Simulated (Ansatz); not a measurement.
A structure relaxed at PBE-D4/def2-SVP in Ansatz, charge 0, singlet:

```xyz
12

Na   -0.557    0.356    2.702
Na    0.275   -2.289    1.083
Na    0.474   -2.041   -2.814
Na   -0.082    3.167    0.618
Na   -1.416    0.529   -1.647
Na    1.285    0.236   -0.450
H    -1.071   -0.802   -3.223
H     0.386   -1.530    3.011
H     1.515   -1.899   -0.952
H     0.368    2.078   -1.183
H    -0.854   -0.260    0.354
H    -0.323    2.455    2.501
```

(1) Give its formula.

(2) Summarise the bond lengths by kind (pairs closer than 1.2 times the sum of covalent radii, bridged metal pairs left out).

Answers

(1) Na₆H₆.

(2) 4 × Na–Na 3.12 to 3.91 Å; 12 × H–Na 2.02 to 2.34 Å.

Another isomer (singlet) lies 0.91 eV lower at PBE0-D4/def2-TZVP; other spin states weren't run for this one.
